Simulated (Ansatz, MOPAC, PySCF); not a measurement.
Molecule: BiCl$_{2}$ (charge 0, doublet). SMILES: [Cl][Bi][Cl]
Coordinates optimised at B3LYP-D3(BJ)/def2-TZVP (Ansatz, an electronic-structure program):
```
Bi
Cl 1 2.4566
Cl 1 2.4566 2 99.48
```
Charge 0, spin multiplicity 2.

Wanted: vertical ionisation energy to the singlet, in eV. Conventions: no dispersion term unless named; LANL2DZ with its own core potentials from Na on; spin-orbit terms left out; PM7 with its own dispersion and hydrogen-bond terms; def2 sets with scalar-relativistic core potentials past Kr; 6-31G* and kin with 6d, 5d where marked; each state is the SCF solution reached for its charge and spin; valence correlation only (noble-gas shells and the d and f shells of earlier blocks); open shells spin-unrestricted. First-principles rows: single points at B3LYP-D3(BJ) geometries (Ansatz). Semi-empirical rows: differences of heats of formation at the shared geometry for vertical values.

```
level                                    program  vertical ionisation energy to the singlet (eV)
---------------------------------------  -------  ----------------------------------------------
PM3                                        MOPAC                                            8.96
PM6                                        MOPAC                                            8.52
PM7                                        MOPAC                                            8.93
HF/6-31G* with LANL2DZ past Ar            Ansatz                                            8.73
PBE/6-31G* with LANL2DZ past Ar           Ansatz                                            8.34
B3LYP/6-31G* with LANL2DZ past Ar         Ansatz                                            8.57
M06-2X/6-31G* with LANL2DZ past Ar (5d)    PySCF                                            8.68
MP2/6-31G* with LANL2DZ past Ar           Ansatz                                            8.21
PBE0/def2-TZVPD                           Ansatz                                            8.36
```

No value to compare with is used here. The 8 habitual levels span 8.21 (MP2/6-31G* with LANL2DZ past Ar) to 8.96 eV (PM3); PBE0/def2-TZVPD gives 8.36.

The levels are drawn from those run, B3LYP/6-31G* more often than the rest, none by its result; runs whose electronic state is in doubt are left out.
